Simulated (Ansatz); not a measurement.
A nudged elastic band was laid between two geometries of CH3O2Si (7 atoms, charge -1, multiplicity 1).

Theory: RKS LDA/6-31G* in Ansatz 0.2.0.

```
movable images  : 9
climbing image  : yes
spring          : 5.0 eV/Å²
optimiser       : quadratic models (default)
start path      : through a guess of the saddle point
force threshold : 0.05 eV/Å
iteration limit : 60
end points      : relaxed
```

Initial state:

```xyz
7
Properties=species:S:1:pos:R:3
C -0.645 0.861 0.202
Si 0.481 -0.431 0.470
O 1.350 -0.895 1.676
O 0.686 -1.315 -0.969
H -0.892 1.591 0.982
H -1.255 0.933 -0.711
H 0.273 -0.745 -1.650
```

Final state:

```xyz
7
Properties=species:S:1:pos:R:3
C -0.426 0.660 -0.255
Si 0.553 -0.855 0.364
O 1.247 -0.644 1.745
O 0.494 -2.046 -0.641
H -0.499 1.457 0.506
H -1.442 0.355 -0.565
H 0.073 1.073 -1.153
```

Q: Which bonds break or form, and what moves?

A: Bonds broken: O4–H7. Bonds formed: C1–H7.

Q: What energy profile does the band end with?

A: The forces met the threshold. The highest image is number 4 of 0 to 10, 13.3 kcal/mol above the first end and 42.3 kcal/mol above the last; the last end lies 28.9 kcal/mol below the first. A vibrational analysis at the climbing image gives one clearly imaginary mode, 1217i cm⁻¹: a first-order saddle point. The orbitals stay closed-shell, which can raise the energy where a bond breaks towards radicals; this wasn't checked here. Limits of this set-up: an anion without diffuse functions, the dipole of an ion depends on the origin.

```csv
image,path coordinate (Å),energy (kcal/mol),O4–H7 (Å),C1–H7 (Å)
0,0.00,0.0,0.98,2.62
1,0.40,0.6,0.98,2.48
2,0.79,3.3,0.99,2.25
3,1.19,8.1,1.03,1.96
4,1.58,13.3,1.20,1.58
5,1.99,-3.8,1.66,1.23
6,2.40,-21.4,2.18,1.11
7,2.81,-27.6,2.66,1.10
8,3.22,-28.9,3.04,1.10
9,3.63,-28.9,3.08,1.11
10,4.04,-28.9,3.19,1.11
```

Q: What is the geometry of the highest image?

A: 
```xyz
7
Properties=species:S:1:pos:R:3:forces:R:3
C -0.565 0.749 -0.113 0.01 0.01 0.00
Si 0.492 -0.623 0.461 -0.01 0.01 0.02
O 1.098 -1.190 1.775 0.00 0.00 -0.01
O 0.854 -1.066 -1.079 0.01 -0.01 -0.01
H -0.518 1.717 0.419 0.00 0.00 0.00
H -1.620 0.444 -0.249 0.00 0.00 0.00
H 0.259 -0.031 -1.214 0.00 0.00 0.00
```

Q: What are the harmonic wavenumbers there?

A: 1217i, 208, 295, 335, 526, 665, 755, 782, 953, 1188, 1192, 1342, 1906, 2985, 3059 cm⁻¹.

The run took 97 s on 1 CPU thread of a shared host.
